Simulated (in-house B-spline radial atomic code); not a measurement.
# B3LYP (VWN-RPA) excitations of N VI (N5+)

Method: B3LYP (VWN-RPA). Computed with an all-electron radial atomic-structure program (B-spline basis): linear response of the closed shell 1s2 with the functional's adiabatic kernel; non-relativistic, point nucleus, no spin-orbit coupling, no double excitations, S, P, D and F terms only.

Command:
```bash
python run_td.py task.json out
```
Settings (radii: box in bohr, nucleus in fm):
```
Z                        7
electrons                2
configuration            1s2
hamiltonian              nr
method                   b3lyp
box_radius               16.35
intervals                47
```

Cost of the run: 0.1 s on 1 thread of Arm Neoverse N1 (shared host).

The lowest states, in the order of their Tamm-Dancoff energies; the method's threshold (minus the highest occupied level) is 519.99 eV. Labels give the largest channel, * marks a mixed state, and oscillator strengths are full-response dipole values. Semilocal kernels can invert the small singlet-triplet splittings of Rydberg terms. Energies in eV:

| state | full response | Tamm-Dancoff | oscillator strength |
| --- | --- | --- | --- |
| 1s → 2s 3S | 403.28 | 403.32 | - |
| 1s → 2p 3P | 410.93 | 410.96 | - |
| 1s → 2s 1S | 412.30 | 412.42 | - |
| 1s → 2p 1P | ? | ? | ? |
| 1s → 3s 3S | 473.35 | 473.36 | - |
| 1s → 3s 1S | 475.28 | 475.31 | - |
| 1s → 3p 3P | 475.60 | 475.61 | - |
| 1s → 3d 3D | 476.28 | 476.29 | - |
| 1s → 3d 1D | 476.94 | 476.95 | - |
| 1s → 3p 1P | ? | ? | ? |
| 1s → 4s 3S | 494.72 | 494.72 | - |
| 1s → 4s 1S | 495.46 | 495.47 | - |
| 1s → 4p 3P | 495.62 | 495.62 | - |
| 1s → 4d 3D | 495.88 | 495.88 | - |
| 1s → 4p 1P | 496.16 | 496.17 | 0.0483 |
| 1s → 4d 1D | 496.18 | 496.18 | - |
| 1s → 4f 3F | 496.70 | 496.70 | - |
| 1s → 4f 1F | 496.72 | 496.72 | - |

**Question.** Where does 1s → 2p 1P lie?

**Answer.** At 417.93 eV in full response, 417.97 eV in Tamm-Dancoff, oscillator strength 0.6.

**Question.** Where does 1s → 3p 1P lie?

**Answer.** At 477.00 eV in full response, 477.00 eV in Tamm-Dancoff, oscillator strength 0.127.

**Question.** How large is the singlet-triplet splitting of 1s → 2s (S terms) in Tamm-Dancoff?

**Answer.** 9.1 eV, from the unrounded values.

**Question.** What polarisabilities and dispersion coefficient does the method give?

**Answer.** Dipole 0.004762 bohr³, quadrupole 0.0004049 bohr⁵, C6 0.0003109 hartree·bohr⁶ for two such species.
